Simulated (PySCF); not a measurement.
Results of a calculation; reference values are marked as such.
## CH7AlNO3Si

CH7AlNO3Si is a small molecule (built as: Si site whose three back bonds go to CH3, OAl(OH)2, NH2), neutral, doublet. The structure, one conformer, was relaxed in the gas phase by PBE0-D3(BJ)/def2-SVP. No frequency run checks that it is a minimum.

SMILES: C[Si](N)[O][Al]([OH])[OH]

Coordinates in Å:
```
Si1     0.267   -1.356    0.430
C2     -1.527   -1.113    0.950
O3      1.033    0.103    0.232
Al4     0.878    1.769   -0.017
O5     -0.639    2.496    0.186
O6      2.209    2.730   -0.446
N7      0.255   -2.115   -1.141
H8     -1.587   -0.648    1.945
H9     -2.067   -2.072    0.989
H10    -2.029   -0.448    0.228
H11    -0.790    3.435    0.067
H12     3.097    2.384   -0.544
H13     1.143   -2.185   -1.632
H14    -0.248   -2.993   -1.233
```

EPR values by unrestricted B3LYP, IGLO-III on Al C N O Si, pcH-1 on H.

**Question.** Predict g and the largest hyperfine couplings. Where does the spin sit?

**Answer.** g = 2.0007, 2.0020, 2.0023. The spin sits on Si1 (78 %, bonded to 1 C + 1 N + 1 O) by Mulliken populations.
```tsv
atom	isotope	isotropic (MHz)	dipolar, principal values (MHz)
Si1	29Si	-685.7	-124.0, 61.4, 62.6
C2	13C	100.2	-8.8, -8.0, 16.8
O3	17O	-75.3	-13.7, 6.2, 7.4
Al4	27Al	47.7	-2.1, -2.0, 4.1
H10	1H	33.9	-5.1, -0.8, 5.9
N7	14N	8.6	-6.9, -6.5, 13.4
```

**Question.** How do the isotropic couplings move with BHandHLYP?

**Answer.** Si1 -685.7 to -717.8 MHz, C2 100.2 to 99.3 MHz, O3 -75.3 to -72.6 MHz, Al4 47.7 to 36.1 MHz.

The 2 runs behind this took 4.2 min in all, one thread each of Arm Neoverse V1 on a shared host, launched as `OMP_NUM_THREADS=1 python cluster_run.py task.json out`.
